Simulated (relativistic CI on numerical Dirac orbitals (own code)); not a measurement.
# Sc⁺ in a cubic cluster: 3p photoemission with charge transfer

Computed with a charge-transfer multiplet model of a cubic metal-ligand cluster with up to one ligand hole, Slater and spin-orbit integrals from Dirac-Coulomb-Breit ions, Slater integrals scaled by 0.9. The ground state mixes d2 with configurations of k ligand holes L, whose averages lie at kΔ + k(k − 1)U_dd/2; a core hole lowers each added d electron by U_cd. 20 K, Lorentzian 0.9 eV and Gaussian 0.8 eV FWHM.

Atomic integrals in eV (Slater integrals scaled, ζ unscaled), ground: F2dd 5.299, F4dd 3.246, zeta_d 0.005; with the core hole: F2dd 6.955, F4dd 4.333, zeta_d 0.009, zeta_core 0.324, F2cd 7.879, G1cd 9.860, G3cd 5.915.

Cluster parameters (eV): Δ = 7.5, U_dd = 3.6, 10Dq = 0.4, 10Dq(ligand) = 0.1, V(eg) = 1.65, V(t2g) = -0.9, final-state hopping factor = 1.

| Case | n_d | d2 | d3L | S |
| --- | --- | --- | --- | --- |
| U_cd = 3.5 eV | 2.14 | 0.86 | 0.14 | 1.00 |
| U_cd = 4.7 eV | 2.14 | 0.86 | 0.14 | 1.00 |
| U_cd = 5.3 eV | 2.14 | 0.86 | 0.14 | 1.00 |
| U_cd = 5.9 eV | 2.14 | 0.86 | 0.14 | 1.00 |
| U_cd = 6.5 eV | 2.14 | 0.86 | 0.14 | 1.00 |

Weights, n_d and S are thermal averages at 20 K. Binding energies count from the first peak over 30 % of the highest in each spectrum, which can be another peak from case to case. The parameters are a model scan and need not match a compound or its usual spin state. Peaks in eV (height, largest 100):
- U_cd = 3.5 eV: 0.0 (100), 9.8 (14), 14.3 (10)
- U_cd = 4.7 eV: 0.0 (100), 9.6 (15), 14.1 (10)
- U_cd = 5.3 eV: 0.0 (100), 9.4 (17), 13.9 (10)
- U_cd = 5.9 eV: 0.0 (100), 9.3 (18), 13.9 (10)
- U_cd = 6.5 eV: 0.0 (100), 6.4 (12), 9.1 (21), 13.8 (10)

Curve for U_cd = 5.9 eV (points under 2 left out, the grid thinned):

```tsv
E (eV)	Intensity
-4.9	2.6
-4.4	3.3
-3.9	4.5
-3.4	6.5
-2.9	10.7
-2.3	24.3
-1.8	43.0
-1.3	55.0
-0.8	72.2
-0.3	95.3
0.2	97.1
0.7	77.9
1.2	58.9
1.7	46.6
2.3	42.5
2.8	34.5
3.3	27.1
3.8	25.3
4.3	23.9
4.8	18.0
5.3	12.8
5.8	10.8
6.3	10.3
6.9	10.3
7.4	10.6
7.9	11.7
8.4	14.0
8.9	16.9
9.4	18.1
9.9	14.2
10.4	8.5
11.0	5.4
11.5	4.8
12.0	5.0
12.5	5.4
13.0	6.2
13.5	8.8
14.0	9.9
14.5	7.4
15.0	5.0
15.6	3.3
16.1	2.9
16.6	3.4
17.1	3.3
17.6	2.2
```

For the case U_cd = 4.7 eV, Δ = 7.5 eV is larger than U_dd = 3.6 eV, the Mott-Hubbard side of the Zaanen-Sawatzky-Allen scheme. With the core hole the configuration with one ligand hole lies at Δ − U_cd = 4.0, 2.8, 2.2, 1.6, 1.0 eV from the one without, in the order of the table; where this is negative the screened configuration lies lower, though the effective hopping of about 3.7 eV (from the holes of the mixed ground state) mixes the two strongly wherever it is as large as the gap.

With at most 1 ligand hole the space is cut while the next configuration still counts, so covalency is underestimated, and a final configuration with one more ligand hole, which can lie low, is missing from the spectra.
